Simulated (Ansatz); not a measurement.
Geometry optimisation, Ansatz 0.2.0, RKS B3LYP-D4/def2-SVP.

Input file:

```yaml
crystal:
  periodic: [false, false, false]
  atoms:
    - { symbol: W, position_ang: [0.0, 0.0, 0.0] }
    - { symbol: F, position_ang: [0.0, 0.0, 2.2] }
    - { symbol: O, position_ang: [1.94, 0.0, 0.0] }
    - { symbol: H, position_ang: [2.2771, -0.9519, -0.0197] }
    - { symbol: O, position_ang: [0.0, 1.94, 0.0] }
    - { symbol: H, position_ang: [-0.6343, 2.2771, -0.71] }
    - { symbol: O, position_ang: [-1.94, 0.0, 0.0] }
    - { symbol: H, position_ang: [-2.2771, -0.1263, 0.9437] }
    - { symbol: H, position_ang: [0.0, -1.72, 0.0] }
    - { symbol: O, position_ang: [0.0, 0.0, -1.94] }
    - { symbol: H, position_ang: [0.5278, 0.7924, -2.2771] }
    - { symbol: H, position_ang: [1.3275, 1.3829, 0.637] }
    - { symbol: H, position_ang: [0.9769, 1.0177, 1.6302] }
basis:
  gaussian: { orbitals: def2-SVP }
hamiltonian:
  xc: b3lyp
  dispersion: d4
relax:
  f_tol: 0.15
  max_steps: 25
  restrain:
    - { distance: [0, 11], at: 2.92, k: 30.0 }
    - { distance: [12, 1], at: 2.12, k: 30.0 }
    - { distance: [0, 1], at: 1.85, k: 30.0 }
    - { distance: [12, 11], at: 0.66, k: 30.0 }
```

Launched with:

```bash
$ ansatz run input.yaml --threads 4 --pin off --max-ram 5120MiB --backend cpu --events-out ev --progress --plain --runs-dir out
```

Problem. Where does it end, and by what steps?

Solution. The forces met the threshold. The restraints hold the end off the free minimum. After 20 steps the energy has fallen by 5.609 eV (the restraints' own energy left out); H11 moved furthest, 1.63 Å. Parted: W1–H12 (2.02 → 2.93 Å), W1–H13 (2.16 → 2.91 Å). Joined: H12–H13 (1.11 → 0.72 Å).

```json
{"step": "0", "energy less start (eV)": "0.0000", "largest force component (eV/Å)": "4.603", "accepted": "yes"}
{"step": "1", "energy less start (eV)": "-1.1478", "largest force component (eV/Å)": "4.847", "accepted": "yes"}
{"step": "2", "energy less start (eV)": "-2.2358", "largest force component (eV/Å)": "5.162", "accepted": "yes"}
{"step": "3", "energy less start (eV)": "-3.1423", "largest force component (eV/Å)": "4.356", "accepted": "yes"}
{"step": "4", "energy less start (eV)": "-3.9430", "largest force component (eV/Å)": "2.757", "accepted": "yes"}
{"step": "5", "energy less start (eV)": "-4.3916", "largest force component (eV/Å)": "2.152", "accepted": "yes"}
{"step": "6", "energy less start (eV)": "-4.8202", "largest force component (eV/Å)": "1.226", "accepted": "yes"}
{"step": "7", "energy less start (eV)": "-5.0041", "largest force component (eV/Å)": "1.315", "accepted": "yes"}
{"step": "8", "energy less start (eV)": "-5.1137", "largest force component (eV/Å)": "1.406", "accepted": "yes"}
{"step": "9", "energy less start (eV)": "-5.1759", "largest force component (eV/Å)": "1.329", "accepted": "yes"}
{"step": "10", "energy less start (eV)": "-5.2115", "largest force component (eV/Å)": "1.050", "accepted": "yes"}
{"step": "11", "energy less start (eV)": "-5.2804", "largest force component (eV/Å)": "1.255", "accepted": "yes"}
{"step": "12", "energy less start (eV)": "-5.3676", "largest force component (eV/Å)": "1.350", "accepted": "yes"}
{"step": "13", "energy less start (eV)": "-5.3828", "largest force component (eV/Å)": "1.785", "accepted": "yes"}
{"step": "14", "energy less start (eV)": "-5.4957", "largest force component (eV/Å)": "1.358", "accepted": "yes"}
{"step": "15", "energy less start (eV)": "-5.5472", "largest force component (eV/Å)": "1.447", "accepted": "yes"}
{"step": "16", "energy less start (eV)": "-5.6007", "largest force component (eV/Å)": "1.247", "accepted": "yes"}
{"step": "17", "energy less start (eV)": "-5.5979", "largest force component (eV/Å)": "1.288", "accepted": "yes"}
{"step": "18", "energy less start (eV)": "-5.6035", "largest force component (eV/Å)": "1.501", "accepted": "yes"}
{"step": "19", "energy less start (eV)": "-5.6166", "largest force component (eV/Å)": "1.606", "accepted": "no"}
{"step": "20", "energy less start (eV)": "-5.6086", "largest force component (eV/Å)": "1.570", "accepted": "yes"}
```

```xyz
13
Properties=species:S:1:pos:R:3
W 0.121 0.178 -0.204
F 0.442 -0.509 1.517
O 1.953 -0.312 -0.370
H 2.428 -0.720 0.369
O 0.000 2.062 -0.377
H -0.756 2.594 -0.669
O -1.684 0.352 0.453
H -2.125 -0.392 0.885
H -0.501 -1.392 -0.517
O -0.037 0.137 -2.102
H -0.060 -0.695 -2.592
H 1.213 1.959 1.847
H 1.203 1.349 2.225
```

The run took 74 s on 4 threads of Arm Neoverse V1, with other jobs on the host, peak memory 0.4 GiB.
